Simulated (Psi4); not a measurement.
H₄Al (SMILES [AlH4-]), charge -1, singlet, at a GFN2-xTB geometry (such geometries of metal compounds can be far from the true shape) (a gas-phase anion, which may not be bound at this level), atoms displaced at random by about 0.08 Å a coordinate; HF/def2-SVP, gradient (Psi4).

Psi4 was given this input:
```
memory 2 GB

molecule mol {
-1 1
Al   -0.021708    0.029415   -0.111604
H     1.287260   -0.114041    1.102095
H    -1.136814    0.911758    0.645757
H    -0.575752   -1.534530   -0.449865
H     0.590028    0.751261   -1.479957
symmetry c1
no_reorient
no_com
}

set {
  basis def2-svp
  reference rhf
}

gradient('scf')
print_variables()
```

It wrote (shortened):

```
gradient() will perform analytic gradient computation.

   => Loading Basis Set <=

    Name: DEF2-SVP
    Role: ORBITAL
    Keyword: BASIS

         ---------------------------------------------------------
                                   SCF
               by Justin Turney, Rob Parrish, Andy Simmonett
                          and Daniel G. A. Smith
                              RHF Reference
         ---------------------------------------------------------

  ==> Geometry <==

    Molecular point group: c1
    Full point group: C1

    Geometry (in Angstrom), charge = -1, multiplicity = 1:

       Center              X                  Y                   Z               Mass
    ------------   -----------------  -----------------  -----------------  -----------------
         AL          -0.021708000000     0.029415000000    -0.111604000000    26.981538530000
         H            1.287260000000    -0.114041000000     1.102095000000     1.007825032230
         H           -1.136814000000     0.911758000000     0.645757000000     1.007825032230
         H           -0.575752000000    -1.534530000000    -0.449865000000     1.007825032230
         H            0.590028000000     0.751261000000    -1.479957000000     1.007825032230

  Running in c1 symmetry.

  Rotational constants: A =      2.25955  B =      2.10996  C =      2.02950 [cm^-1]
  Rotational constants: A =  67739.72333  B =  63255.05520  C =  60842.85433 [MHz]
  Nuclear repulsion =   17.461306258430668

  Charge       = -1
  Multiplicity = 1
  Electrons    = 18
  Nalpha       = 9
  Nbeta        = 9

  ==> Algorithm <==

  SCF Algorithm Type is DF.
  DIIS enabled.
  MOM disabled.
  Fractional occupation disabled.
  Guess Type is SAD.
  Energy threshold   = 1.00e-08
  Density threshold  = 1.00e-08
  Integral threshold = 1.00e-12

  ==> Primary Basis <==

  Basis Set: DEF2-SVP
    Blend: DEF2-SVP
    Number of shells: 20
    Number of basis functions: 38
    Number of Cartesian functions: 39
    Spherical Harmonics?: true
    Max angular momentum: 2

   => Loading Basis Set <=

    Name: (DEF2-SVP AUX)
    Role: JKFIT
    Keyword: DF_BASIS_SCF

  ==> Integral Setup <==

  SCF_SUBTYPE=INCORE selected. In-core MEM_DF algorithm will be used.
  Using in-core AOs.

  ==> MemDFJK: Density-Fitted J/K Matrices <==

    J tasked:                   Yes
    K tasked:                   Yes
    wK tasked:                   No
    Algorithm:                 Core
    Schwarz Cutoff:           1E-12
    Mask sparsity (%):       0.0000
    Fitting Condition:        1E-10

   => Auxiliary Basis Set <=

  Basis Set: (DEF2-SVP AUX)
    Blend: DEF2-UNIVERSAL-JKFIT
    Number of shells: 62
    Number of basis functions: 200
    Number of Cartesian functions: 235
    Spherical Harmonics?: true
    Max angular momentum: 4

  Minimum eigenvalue in the overlap matrix is 2.5387885939E-02.
  Reciprocal condition number of the overlap matrix is 6.6085729804E-03.
    Using symmetric orthogonalization.

  ==> Pre-Iterations <==

  SCF Guess: Superposition of Atomic Densities via on-the-fly atomic UHF (no occupation information).

   -------------------------
    Irrep   Nso     Nmo
   -------------------------
     A         38      38
   -------------------------
    Total      38      38
   -------------------------

  ==> Iterations <==

                           Total Energy        Delta E     RMS |[F,P]|

   @DF-RHF iter SAD:  -243.39143313969805   -2.43391e+02   0.00000e+00
   @DF-RHF iter   1:  -244.13504151907495   -7.43608e-01   3.00244e-03 ADIIS/DIIS
   @DF-RHF iter   2:  -244.15219221577124   -1.71507e-02   6.71992e-04 ADIIS/DIIS
   @DF-RHF iter   3:  -244.15305290176917   -8.60686e-04   1.90083e-04 ADIIS/DIIS
   @DF-RHF iter   4:  -244.15317109319761   -1.18191e-04   2.39459e-05 DIIS
   @DF-RHF iter   5:  -244.15317330213642   -2.20894e-06   2.87216e-06 DIIS
   @DF-RHF iter   6:  -244.15317332690969   -2.47733e-08   2.69150e-07 DIIS
   @DF-RHF iter   7:  -244.15317332708076   -1.71070e-10   2.37838e-08 DIIS
   @DF-RHF iter   8:  -244.15317332708227   -1.50635e-12   3.16269e-09 DIIS
  Energy and wave function converged.

  ==> Post-Iterations <==

    Orbital Energies [Eh]
    ---------------------

    Doubly Occupied:

       1A    -58.211722     2A     -4.642886     3A     -2.961215
       4A     -2.960908     5A     -2.960797     6A     -0.348368
       7A     -0.204206     8A     -0.196139     9A     -0.175117

    Virtual:

      10A      0.337148    11A      0.351480    12A      0.356118
      13A      0.384068    14A      0.471571    15A      0.652276
      16A      0.655336    17A      0.666096    18A      0.828005
      19A      0.828370    20A      0.863865    21A      0.874441
      22A      0.879575    23A      1.067209    24A      1.219067
      25A      1.255890    26A      1.290410    27A      1.892972
      28A      1.906546    29A      1.908461    30A      2.059821
      31A      2.079742    32A      2.089873    33A      2.154195
      34A      2.162719    35A      2.311702    36A      2.503334
      37A      2.572944    38A      2.619763

    Final Occupation by Irrep:
              A
    DOCC [     9 ]
    NA   [     9 ]
    NB   [     9 ]

  @DF-RHF Final Energy:  -244.15317332708227

   => Energetics <=

    Nuclear Repulsion Energy =             17.4613062584306675
    One-Electron Energy =                -377.9062438687425924
    Two-Electron Energy =                 116.2917642832296536
    Total Energy =                       -244.1531733270822428

Computation Completed

Properties will be evaluated at   0.000000,   0.000000,   0.000000 [a0]

Properties computed using the SCF density matrix

 Multipole Moments:

 ------------------------------------------------------------------------------------
     Multipole            Electronic (a.u.)      Nuclear  (a.u.)        Total (a.u.)
 ------------------------------------------------------------------------------------

 L = 1.  Multiply by 2.5417464519 to convert [e a0] to [Debye]
 Dipole X            :         -0.0295849           -0.2220088           -0.2515937
 Dipole Y            :         -0.6798842            0.7499246            0.0700403
 Dipole Z            :          3.0253922           -3.0855864           -0.0601942
 Magnitude           :                                                    0.2680082

 ------------------------------------------------------------------------------------

         ------------------------------------------------------------
                                   SCF GRAD
                          Rob Parrish, Justin Turney,
                       Andy Simmonett, and Alex Sokolov
         ------------------------------------------------------------

  ==> Geometry <==

    Molecular point group: c1
    Full point group: C1

    Geometry (in Angstrom), charge = -1, multiplicity = 1:

       Center              X                  Y                   Z               Mass
    ------------   -----------------  -----------------  -----------------  -----------------
         AL          -0.021708000000     0.029415000000    -0.111604000000    26.981538530000
         H            1.287260000000    -0.114041000000     1.102095000000     1.007825032230
         H           -1.136814000000     0.911758000000     0.645757000000     1.007825032230
         H           -0.575752000000    -1.534530000000    -0.449865000000     1.007825032230
         H            0.590028000000     0.751261000000    -1.479957000000     1.007825032230

  Nuclear repulsion =   17.461306258430668

  ==> Basis Set <==

  Basis Set: DEF2-SVP
    Blend: DEF2-SVP
    Number of shells: 20
    Number of basis functions: 38
    Number of Cartesian functions: 39
    Spherical Harmonics?: true
    Max angular momentum: 2

  ==> DFJKGrad: Density-Fitted SCF Gradients <==

    Gradient:                    1
    J tasked:                  Yes
    K tasked:                  Yes
    wK tasked:                  No
    Integrals threads:           1
    Schwarz Cutoff:          1E-12
    Fitting Condition:       1E-10

   => Auxiliary Basis Set <=

  Basis Set: (DEF2-SVP AUX)
    Blend: DEF2-UNIVERSAL-JKFIT
    Number of shells: 62
    Number of basis functions: 200
    Number of Cartesian functions: 235
    Spherical Harmonics?: true
    Max angular momentum: 4

  -Total Gradient:
     Atom            X                  Y                   Z
    ------   -----------------  -----------------  -----------------
       1       -0.022522529825     0.012761755810    -0.013644814199
       2        0.013376689512    -0.000712596496     0.016021272954
       3        0.007125950766    -0.003853623882     0.001723514705
       4       -0.001861986918    -0.010063475878    -0.000350768928
       5        0.003881876465     0.001867940445    -0.003749204532

  Variable Map:
  ----------------------------------------------------------------------------
  "CURRENT ENERGY"           =>    -244.153173327082
  "CURRENT REFERENCE ENERGY" =>    -244.153173327082
  "DD SOLVATION ENERGY"      =>       0.000000000000
  "HF KINETIC ENERGY"        =>     243.980561800825
  "HF POTENTIAL ENERGY"      =>    -488.133735127907
  "HF TOTAL ENERGY"          =>    -244.153173327082
  "HF VIRIAL RATIO"          =>       2.000707480649
  "NUCLEAR REPULSION ENERGY" =>      17.461306258431
  "ONE-ELECTRON ENERGY"      =>    -377.906243868743
  "PCM POLARIZATION ENERGY"  =>       0.000000000000
  "PE ENERGY"                =>       0.000000000000
  "SCF ITERATION ENERGY"     =>    -244.153173327082
  "SCF ITERATIONS"           =>       8.000000000000
  "SCF TOTAL ENERGY"         =>    -244.153173327082
  "TWO-ELECTRON ENERGY"      =>     116.291764283230

  Array Variable Map:
  ----------------------------------------------------------------------------
  "CURRENT DIPOLE"           =>      -0.251593748119 ... -0.060194196087 1 by 3
  "CURRENT GRADIENT"         =>      -0.022522529825 ... -0.003749204532 5 by 3
  "HF TOTAL GRADIENT"        =>      -0.022522529825 ... -0.003749204532 5 by 3
  "SCF DIPOLE"               =>      -0.251593748119 ... -0.060194196087 1 by 3
  "SCF TOTAL ENERGIES"       =>    -243.391433139698 ... -244.153173327082 1 by 9
  "SCF TOTAL GRADIENT"       =>      -0.022522529825 ... -0.003749204532 5 by 3
```
